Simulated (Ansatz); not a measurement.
Task: Name a neutral molecule of C, F, S, Si and H with zero-point energy (PBE0-D4/def2-TZVP) between 104 and 120 kJ/mol and HOMO energy (ωB97M-V/def2-TZVPP) between -10.45 and -10.15 eV (Ansatz, PBE0-D4/def2-TZVP geometry).

Result: `FC(F)(F)S[SiH3]` (108.0 kJ/mol, -10.26 eV). Other molecules can fit too; these were computed, each in one conformer that needn't be the lowest.
